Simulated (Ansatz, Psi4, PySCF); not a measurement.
Cl2Fe (SMILES [Cl][Fe][Cl]), quintet, at a GFN2-xTB geometry (such geometries of metal compounds can be far from the true shape). Base run: R2SCAN/6-31G** in PySCF.

The PySCF input:
```python
from pyscf import gto, scf, dft

mol = gto.Mole()
mol.atom = '''
    Fe   -0.408154    0.208577   -0.362930
    Cl    1.549928    0.147501   -0.938081
    Cl   -0.925693   -0.466502    1.493150
'''
mol.basis = '6-31g**'
mol.charge = 0
mol.spin = 4
mol.verbose = 4
mol.build()

mf = dft.UKS(mol)
mf.xc = 'r2scan'
mf.kernel()
```

The same geometry, method and basis name were run in Ansatz (a program for electronic structure) and Psi4 and PySCF, at each program's defaults and at the settings that a row names. The base is PySCF at its defaults. Differences at the defaults can come from grids, fitting, cores and function types together. The rows with settings made alike still differ; the cause (another SCF solution, basis table, core potential or functional code) wasn't traced.

```json
[
 {"code and settings": "PySCF, defaults (exact integrals, its default grid, spherical functions)", "ΔE vs base (mEh)": "0.000", "basis functions": "70", "E (Eh)": "-2183.91996", "SCF cycles": "23", "dipole (D)": "3.96"},
 {"code and settings": "Psi4, defaults (density fitting with its default set, its default grid, Cartesian functions)", "ΔE vs base (mEh)": "-15.529", "basis functions": "77", "E (Eh)": "-2183.93549", "SCF cycles": "15", "dipole (D)": "3.89"},
 {"code and settings": "Ansatz, defaults (factorised integrals, its default grid, Cartesian functions)", "ΔE vs base (mEh)": "-10.606", "basis functions": "74", "E (Eh)": "-2183.93057", "SCF cycles": "-", "dipole (D)": "-"},
 {"code and settings": "PySCF, density fitting with def2-universal-jkfit", "ΔE vs base (mEh)": "-0.044", "basis functions": "70", "E (Eh)": "-2183.92000", "SCF cycles": "23", "dipole (D)": "3.96"},
 {"code and settings": "PySCF, fine grid", "ΔE vs base (mEh)": "0.180", "basis functions": "70", "E (Eh)": "-2183.91978", "SCF cycles": "23", "dipole (D)": "3.96"},
 {"code and settings": "Psi4, exact integrals, spherical functions, fine grid", "ΔE vs base (mEh)": "-0.144", "basis functions": "70", "E (Eh)": "-2183.92010", "SCF cycles": "20", "dipole (D)": "3.96"},
 {"code and settings": "Ansatz, high accuracy, Cartesian functions as the basis file defines them", "ΔE vs base (mEh)": "-10.605", "basis functions": "74", "E (Eh)": "-2183.93057", "SCF cycles": "-", "dipole (D)": "-"}
]
```

Open shells are given as the SCF converged; they aren't shown to be the lowest states, and a large step between rows can be another state.
